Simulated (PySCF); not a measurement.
HGeO (SMILES [OH+]=[Ge]), charge +1, singlet, geometry from GFN2-xTB; HF/6-31G (PySCF).

Here is a job for PySCF.
```python
from pyscf import gto, scf

mol = gto.M(
    atom='''
O    -0.00000000   -0.00000000   -1.24787863
Ge    0.00000000    0.00000000    0.38151971
H    -0.00000000   -0.00000000   -2.22560177
''',
    basis='6-31g',
    charge=1,
    verbose=4,
)

mf = scf.RHF(mol)
mf.kernel()
mf.analyze()
```

Output, abridged:

```
PySCF version 2.14.0

[INPUT] verbose = 4
[INPUT] num. atoms = 3
[INPUT] num. electrons = 40
[INPUT] charge = 1
[INPUT] spin (= nelec alpha-beta = 2S) = 0
[INPUT] symmetry False subgroup None
[INPUT] Mole.unit = angstrom
[INPUT] Symbol           X                Y                Z      unit          X                Y                Z       unit  Magmom
[INPUT]  1 O      0.000000000000   0.000000000000  -1.247878630000 AA    0.000000000000   0.000000000000  -2.358148847397 Bohr   0.0
[INPUT]  2 Ge     0.000000000000   0.000000000000   0.381519710000 AA    0.000000000000   0.000000000000   0.720967763023 Bohr   0.0
[INPUT]  3 H      0.000000000000   0.000000000000  -2.225601770000 AA    0.000000000000   0.000000000000  -4.205777807647 Bohr   0.0

nuclear repulsion = 93.9657626310008
number of shells = 18
number of NR pGTOs = 116
number of NR cGTOs = 38
basis = 6-31g
ecp = {}

******** <class 'pyscf.scf.hf.RHF'> ********
method = RHF
initial guess = minao
damping factor = 0
level_shift factor = 0
DIIS = <class 'pyscf.scf.diis.CDIIS'>
diis_start_cycle = 1
diis_space = 8
diis_damp = 0
SCF conv_tol = 1e-09
SCF conv_tol_grad = None
SCF max_cycles = 50
direct_scf = True
direct_scf_tol = 1e-13
Set gradient conv threshold to 3.16228e-05
Initial guess from minao.
init E= -2149.8175953951
  HOMO = -0.391886083744472  LUMO = -0.0291838561637435  gap/eV = 9.86963
cycle= 1 E= -2150.16740151696  delta_E= -0.35  |g|= 0.407  |ddm|= 1.66
  HOMO = -0.698617264631891  LUMO = -0.214326387368372  gap/eV = 13.17823
cycle= 2 E= -2150.19165999904  delta_E= -0.0243  |g|= 0.304  |ddm|= 0.659
  HOMO = -0.726229477001865  LUMO = -0.209438701969354  gap/eV = 14.06259
cycle= 3 E= -2150.20999413495  delta_E= -0.0183  |g|= 0.0317  |ddm|= 0.191
  HOMO = -0.717915299446701  LUMO = -0.199326636841679  gap/eV = 14.11152
cycle= 4 E= -2150.21033939123  delta_E= -0.000345  |g|= 0.00471  |ddm|= 0.0706
  HOMO = -0.717867380437076  LUMO = -0.199342190765886  gap/eV = 14.10979
cycle= 5 E= -2150.21034705386  delta_E= -7.66e-06  |g|= 0.00162  |ddm|= 0.00814
  HOMO = -0.718006460694868  LUMO = -0.199456251552994  gap/eV = 14.11047
cycle= 6 E= -2150.21034773577  delta_E= -6.82e-07  |g|= 0.000334  |ddm|= 0.00207
  HOMO = -0.717973109039965  LUMO = -0.199411679935924  gap/eV = 14.11078
cycle= 7 E= -2150.21034780112  delta_E= -6.53e-08  |g|= 5.62e-05  |ddm|= 0.000809
  HOMO = -0.717968392264003  LUMO = -0.199417445505173  gap/eV = 14.11049
cycle= 8 E= -2150.21034780332  delta_E= -2.2e-09  |g|= 1.2e-05  |ddm|= 0.000156
  HOMO = -0.717968977874482  LUMO = -0.199417943021044  gap/eV = 14.11049
cycle= 9 E= -2150.2103478034  delta_E= -7.73e-11  |g|= 1.19e-06  |ddm|= 2.46e-05
  HOMO = -0.717968778550339  LUMO = -0.199417963924033  gap/eV = 14.11049
Extra cycle  E= -2150.2103478034  delta_E= -4.55e-13  |g|= 4.54e-07  |ddm|= 2.5e-06
converged SCF energy = -2150.2103478034
**** SCF Summaries ****
Total Energy =                       -2150.210347803398236
Nuclear Repulsion Energy =              93.965762631000786
One-electron Energy =                -3174.313083389994063
Two-electron Energy =                  930.136972955594842
Two-electron Coulomb Energy =         1016.059406401733099
DFT Exchange-Correlation Energy =      -85.922433446138257
HOMO-LUMO gap [eV] =                    14.110486387781878
**** MO energy ****
MO #1   energy= -405.537796110125  occ= 2
MO #2   energy= -52.4692530981474  occ= 2
MO #3   energy= -46.5585970265959  occ= 2
MO #4   energy= -46.5585970265958  occ= 2
MO #5   energy= -46.5571550668239  occ= 2
MO #6   energy= -20.8260870670889  occ= 2
MO #7   energy= -7.50721955974812  occ= 2
MO #8   energy= -5.47958931921491  occ= 2
MO #9   energy= -5.47958931921489  occ= 2
MO #10  energy= -5.47677617697958  occ= 2
MO #11  energy= -1.94042129632289  occ= 2
MO #12  energy= -1.93389505083734  occ= 2
MO #13  energy= -1.93389505083731  occ= 2
MO #14  energy= -1.93031332779326  occ= 2
MO #15  energy= -1.93031332779325  occ= 2
MO #16  energy= -1.58338723066129  occ= 2
MO #17  energy= -1.0393858646617   occ= 2
MO #18  energy= -0.779664637307614 occ= 2
MO #19  energy= -0.779664637307611 occ= 2
MO #20  energy= -0.717968778550339 occ= 2
MO #21  energy= -0.199417963924033 occ= 0
MO #22  energy= -0.199417963924026 occ= 0
MO #23  energy= -0.0781864519366406 occ= 0
MO #24  energy= 0.0208077133781948 occ= 0
MO #25  energy= 0.07068319074226   occ= 0
MO #26  energy= 0.0963371532724402 occ= 0
MO #27  energy= 0.0963371532724801 occ= 0
MO #28  energy= 0.217385933952053  occ= 0
 ** Mulliken pop on meta-lowdin orthogonal AOs  **
 ** Mulliken pop  **
pop of  0 O 1s            1.99999
pop of  0 O 2s            1.56683
pop of  0 O 3s            0.00181
pop of  0 O 2px           1.81634
pop of  0 O 2py           1.81634
pop of  0 O 2pz           1.46428
pop of  0 O 3px           0.00402
pop of  0 O 3py           0.00402
pop of  0 O 3pz           0.00204
pop of  1 Ge 1s           2.00000
pop of  1 Ge 2s           1.99999
pop of  1 Ge 3s           1.99982
pop of  1 Ge 4s           1.81372
pop of  1 Ge 5s           0.00346
pop of  1 Ge 2px          2.00000
pop of  1 Ge 2py          2.00000
pop of  1 Ge 2pz          2.00000
pop of  1 Ge 3px          1.99993
pop of  1 Ge 3py          1.99993
pop of  1 Ge 3pz          1.99997
pop of  1 Ge 4px          0.17829
pop of  1 Ge 4py          0.17829
pop of  1 Ge 4pz          0.56156
pop of  1 Ge 5px          0.00128
pop of  1 Ge 5py          0.00128
pop of  1 Ge 5pz          0.00869
pop of  1 Ge 3dxy         1.99989
pop of  1 Ge 3dyz         1.99957
pop of  1 Ge 3dz^2        1.99670
pop of  1 Ge 3dxz         1.99957
pop of  1 Ge 3dx2-y2      1.99989
pop of  1 Ge 4dxy         0.00011
pop of  1 Ge 4dyz         0.00056
pop of  1 Ge 4dz^2        0.00120
pop of  1 Ge 4dxz         0.00056
pop of  1 Ge 4dx2-y2      0.00011
pop of  2 H 1s            0.56159
pop of  2 H 2s            0.01834
 ** Mulliken atomic charges  **
charge of    0O =     -0.67567
charge of    1Ge =      1.25560
charge of    2H =      0.42007

WARN: System has nonzero charge 1; the dipole moment is origin-dependent.
Location of origin: [0. 0. 0.]

Dipole moment(X, Y, Z, Debye): -0.00000, -0.00000, -0.15699
```
